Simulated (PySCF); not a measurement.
GaH3. Atoms are numbered in the order given.

```xyz
4

Ga     0.0000     0.0000     0.0000
H      1.5686     0.0000     0.0000
H     -0.7843     1.3585     0.0000
H     -0.7843    -1.3585     0.0000
```
Charge 0, spin multiplicity 1.

Geometry: PBE0-D3(BJ)/def2-TZVPD. The isomer is the one that the SMILES or the coordinates give; other isomers of the formula were not compared.

These are PySCF with TDDFT-ωB97X/def2-TZVPD values and carry that method's errors.

Vertical excitations; the highest root listed may be one member of a degenerate set. Gas-phase values at a fixed geometry. State labels are in the subgroup C2v.

```
state  symmetry  energy (eV)  λ (nm)      f                                                                 main pairs
-----  --------  -----------  ------  -----  -------------------------------------------------------------------------
S1           A2         5.33     233  0.000                                                 HOMO→LUMO (degenerate set)
S2           B2         5.33     233  0.000                                               HOMO−1→LUMO (degenerate set)
S3           B1         8.35     148  0.295                                               HOMO→LUMO+1 (degenerate set)
S4           A1         8.35     148  0.295                                             HOMO−1→LUMO+1 (degenerate set)
S5           B1         8.74     142  0.000                                       HOMO−1→LUMO+3 46 %, HOMO→LUMO+4 46 %
S6           B1         9.21     135  0.022      HOMO→LUMO+2, HOMO→LUMO+4, HOMO−1→LUMO+3, HOMO→LUMO+1 (degenerate set)
S7           A1         9.21     135  0.021  HOMO−1→LUMO+2, HOMO→LUMO+3, HOMO−1→LUMO+4, HOMO−1→LUMO+1 (degenerate set)
S8           A1         9.58     129  0.000                                       HOMO−1→LUMO+4 47 %, HOMO→LUMO+3 47 %
S9           B1         9.80     127  0.722                   HOMO−1→LUMO+3, HOMO→LUMO+4, HOMO→LUMO+2 (degenerate set)
S10          A1         9.80     127  0.722                 HOMO→LUMO+3, HOMO−1→LUMO+4, HOMO−1→LUMO+2 (degenerate set)
T1           A2         4.99     248      0                                                             HOMO→LUMO 98 %
T2           B2         5.00     248      0                                                           HOMO−1→LUMO 98 %
T3           A1         7.57     164      0               HOMO−1→LUMO+2, HOMO−1→LUMO+1, HOMO−1→LUMO+9 (degenerate set)
T4           B1         7.58     164      0                     HOMO→LUMO+2, HOMO→LUMO+1, HOMO→LUMO+9 (degenerate set)
```
Triplets are in the Tamm–Dancoff approximation, which puts them higher than full response would, so one can lie above its singlet here.
